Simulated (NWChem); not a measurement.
Species: C$_{2}$H$_{4}$F$_{2}$Si; SMILES C=C(F)[SiH2]F

```xyz
9

C     -1.4876     1.1028     0.0000
C     -0.1817     0.8479     0.0000
F      0.7162     1.8788     0.0000
Si     0.6605    -0.8272     0.0000
F     -0.5108    -1.9404     0.0000
H     -2.1944     0.2803     0.0000
H     -1.8732     2.1186     0.0000
H      1.4941    -0.9841     1.2164
H      1.4941    -0.9841    -1.2164
```
Atoms are numbered in this order, from 1.

All runs: NWChem. Medium grid unless said otherwise, to which SCAN and Minnesota functionals are sensitive. The geometry was optimised at B3LYP/6-31G* (spherical d). Total energies of different functionals are on different scales.

```csv
level,energy (Ha),highest occupied level (eV),orbital gap (eV),dipole (D)
PBE/def2-TZVP,-567.5108,-6.75,5.16,0.25
B3LYP/def2-TZVP,-567.9844,…,…,0.26
PW6B95/def2-TZVP,-568.5250,-8.10,7.54,0.27
PBE0/def2-TZVP,-567.5454,-7.99,7.37,0.26
TPSSh/def2-TZVP,-567.9754,-7.26,6.24,0.27
r2SCAN/def2-TZVP,-567.8005,-7.00,5.59,0.27
```

Problem. Some entries are withheld; supply them.

Solution. 
- B3LYP/def2-TZVP, highest occupied level (eV): -7.76
- B3LYP/def2-TZVP, orbital gap (eV): 6.91
